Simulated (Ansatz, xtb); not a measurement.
## Ranking isomers of C7H4FN

3 gas-phase structures of C7H4FN, from a drawn sample of its isomers (lower ones may exist). Each was relaxed with GFN2-xTB:

A. `N#Cc1ccc(F)cc1`, a singlet
B. `N#Cc1ccccc1F`, a singlet
C. `N#Cc1cccc(F)c1`, a singlet

Task: Which do you expect lowest at r2SCAN-D4/def2-SVP, and how would the others follow?

Result: Calculated order at r2SCAN-D4/def2-SVP: A (0.0), C (3.4), B (4.5) kJ/mol. Less than 1 kcal/mol parts A and C; C and B, so the order within those pairs means little.

Energies above the lowest of each column, in kJ/mol; the last columns are at PBE-D3(BJ)/def2-SVP geometries:

```csv
structure,GFN2-xTB,HF/STO-3G,r2SCAN-D4/def2-SVP,PBE-D3(BJ)/def2-SVP,CCSD(T)/def2-SVP + ΔMP2/def2-TZVPP
A,0.0,0.0,0.0,0.0,0.0
C,1.7,4.0,3.4,3.2,2.6
B,7.8,2.7,4.5,4.2,6.8
```

Every level run on A puts it lowest or level with the lowest. ΔMP2 is the change of the MP2 energy from the smaller to the larger basis.

Programs: Ansatz 0.2.0, xtb 6.7.1.
